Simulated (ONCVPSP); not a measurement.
**chlorine (Cl): one change to an ONCV potential, before and after**

ONCVPSP 4.0.1 input, shortened (lines: element, Z, core and valence counts, functional; n l f; lmax; l rc ep ncon nbas qcut; lloc lpopt rc5 dvloc0; l nproj debl; icmod fcfact rcfact), PBE, fully relativistic:

```
  Cl 17.00    3    2        4      upf
    1    0    2.00
    2    0    2.00
    2    1    6.00
    3    0    2.00
    3    1    5.00
    2
    0    1.10    0.00    4    8    6.30
    1    1.30    0.00    4    9    5.60
    2    1.00    0.22    4    7    8.40
    2    5    1.00    0.00
    0    2    0.70
    1    1    2.30
    2    0    2.30
    3    3.00    1.50
```

Open shells are filled in proportion to 2j + 1.

In the s channel the program set the typed energies aside and used -0.760, 0.250 Ha.

Change: p: rc 1.

Cutoffs: the cutoffs (Ha) at which the residual kinetic energy of the hardest occupied pseudo-wave falls to 1 and 0.1 mHa per electron; they do not see the model core or the augmentation charge, which bear on the density cutoff. Errors are all-electron minus pseudo energies relative to the spin-unpolarised reference configuration.

Problem. What does the change do?

Solution. The potential gets harder (16 Ha and 128 Ha → 216 Ha and 275 Ha); both files keep a bound ghost (s); the errors of the 4 common tests hardly move. A smaller radius makes the pseudo-wave follow the all-electron one further in, where it bends more sharply, so more plane waves are needed.

| quantity | base | changed |
| --- | --- | --- |
| cutoff, loose | 16 Ha | 216 Ha |
| cutoff, tight | 128 Ha | 275 Ha |
| loose cutoff by channel | s 16 Ha, p 8.0 Ha | s 16 Ha, p 216 Ha |
| bound ghosts | s | s |
| GHOST(+) flags under 300 eV | s at 11.1 eV | s at 11.1 eV |
| error for 3s2 3p4, meV [ΔE 13.88 eV] | +5.0 | +5.7 |
| error for 3s2 3p3, meV [ΔE 39.32 eV] | +27 | +28 |
| error for 3s2 3p2, meV [ΔE 77.63 eV] | +73 | +72 |
| error for 3s2 3p1, meV [ΔE 129.87 eV] | +139 | +126 |
| s: phases at 1.12 bohr within 0.05 rad from the reference energy up to (Ha; the scan ends near 5) | to the end of the scan | to the end of the scan |
| d5/2: phases at 1.02 bohr within 0.05 rad from the reference energy up to (Ha; the scan ends near 5) | to the end of the scan | to the end of the scan |
| d3/2: phases at 1.02 bohr within 0.05 rad from the reference energy up to (Ha; the scan ends near 5) | to the end of the scan | to the end of the scan |
| rms error of d²Exc/dni dnj with the model core, mHa | 5.83 | 5.80 |

 A true bound ghost makes a file unfit for plane-wave use even where its test errors are small: the radial tests pick states by their node count and pass the ghost by.
